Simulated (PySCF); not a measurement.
# BeH₂: adding exact exchange

Base calculation in PySCF with density fitting and no spin–orbit coupling, PBE/def2-TZVP (no relativity): singlet, D∞h, Be–H 1.344 Å (×2); wavenumbers 702 (×2), 1967, 2183 cm⁻¹; gap between the highest occupied and lowest empty levels 5.87 eV, polar-tensor charge of Be 0.67 e, atomisation energy (no zero-point energy) 611 kJ/mol.

Question: What changes on going to PBE0/def2-TZVP (no relativity)?

Answer: The point group stays the same. Changes: mean bond to Be -0.005 Å, highest wavenumber +41 cm⁻¹, lowest wavenumber +8 cm⁻¹, gap between the highest occupied and lowest empty levels +2.19 eV, polar-tensor charge of Be +0.03 e, atomisation energy (no zero-point energy) +3 kJ/mol. The new structure has Be–H 1.339 Å (×2), with wavenumbers 710 (×2), 2007, 2224 cm⁻¹. Exact exchange shortens and stiffens the bonds and opens the gap, the usual pattern.

Only the bonding shown was studied: isomers, or loss of a ligand pair, can lie lower.
